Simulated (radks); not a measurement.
The numbers below are computed, except where a source is named.
Question: Neutral scandium: order these configurations by energy. Code: a radial shooting solver on a logarithmic mesh with Libxc functionals. Model: scalar-relativistic Kohn-Sham, PBE, spin-polarised, spherical densities, finite nucleus; Fermi nuclear charge, rms radius of each element as measured or else 0.836 A^(1/3) + 0.57 fm. Open shells are filled with parallel spins first. [Ar] 3d1 4s1 4p1; [Ar] 3d1 4s2; [Ar] 3d2 4s1; [Ar] 4s2 4p1.

Answer: From the lowest, in eV above it: [Ar] 3d1 4s2 0.000; [Ar] 3d2 4s1 0.766; [Ar] 3d1 4s1 4p1 1.966; [Ar] 4s2 4p1 3.479.
